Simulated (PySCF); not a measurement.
Ligand exchange on a metal centre used in film growth or etching (Mo F-OH). Isolated molecules, 0 K electronic values unless said otherwise. One relaxed conformer stands for each flexible species; it need not be the lowest.

These are TPSSh-D3(BJ)/def2-TZVP // TPSS-D3(BJ)/def2-SVP run with PySCF values and carry that method's errors. 

```tsv
species	coordination number	charge on the central atom (Mulliken) (e)	mean distance from the central atom to its bonded neighbours (Å)
0 of 6 F replaced by OH ([Mo(F)6])	6	___	___
3 of 6 F replaced by OH	___	1.88	1.878
5 of 6 F replaced by OH ([Mo(F)(OH)5])	6	1.71	1.910
6 of 6 F replaced by OH	6	1.60	1.925
```

Task: What belongs in the gaps?

Result: 
- 0 of 6 F replaced by OH ([Mo(F)6]), charge on the central atom (Mulliken) (e): 2.05
- 0 of 6 F replaced by OH ([Mo(F)6]), mean distance from the central atom to its bonded neighbours (Å): 1.840
- 3 of 6 F replaced by OH, coordination number: 6
